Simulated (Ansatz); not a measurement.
Program: Ansatz. Geometries: PBE0-D4/def2-TZVP. ΔE: electronic, gas phase. CCSD(T)/CBS is the MP2 limit (def2-TZVPP, def2-QZVPP) plus CCSD(T) − MP2 in def2-TZVPP, frozen cores. This one scheme is used for every species. DFT in def2-TZVPP. def2 core potentials past Kr. For In outer-core shells are correlated without core-valence functions, which leaves a few kJ/mol of doubt a bond. One conformer a species, not always the lowest.

Reaction (formal exchange of groups at the In–C bond): `CCC[CH](Cl)[InH2]` + `CF` → `F[CH2][InH2]` + `CCCCCl`

Problem. Is it downhill or uphill in electronic energy at CCSD(T)/CBS, and by how much? (Estimate.)

Solution. Ansatz gave: Uphill: ΔE = +24.9 kJ/mol.

Problem. What do these levels give: r2SCAN-D4, revPBE, CCSD(T)/def2-SVP, HF/def2-TZVPP, CCSD/def2-TZVPP, HF/def2-QZVPP? (An estimate is asked.)

Solution. Computed: r2SCAN-D4 13.8, revPBE -1.7, CCSD(T)/def2-SVP 19.8, HF/def2-TZVPP -0.9, CCSD/def2-TZVPP 14.8, HF/def2-QZVPP -0.9 kJ/mol.

Problem. What do rigid-rotor, harmonic-oscillator terms from PBE0-D4/def2-TZVP frequencies (298.15 K, 1 bar) make of the CCSD(T)/CBS value? (Best estimate.)

Solution. Ansatz gave: ΔZPE = +0.8 kJ/mol, ΔH = +24.2 kJ/mol, ΔS = 14 J/(mol·K), ΔG = +19.9 kJ/mol. Modes under 50 cm⁻¹ make the entropy rough.

Largest T1 diagnostic among the species: 0.013.

At CCSD(T), def2-SVP lies −5.1 kJ/mol from the extrapolated value and def2-TZVPP −6.2 kJ/mol. From BLYP to BHLYP (50 % exact exchange), in def2-TZVPP and without D4, ΔE moves by +4.6 kJ/mol.
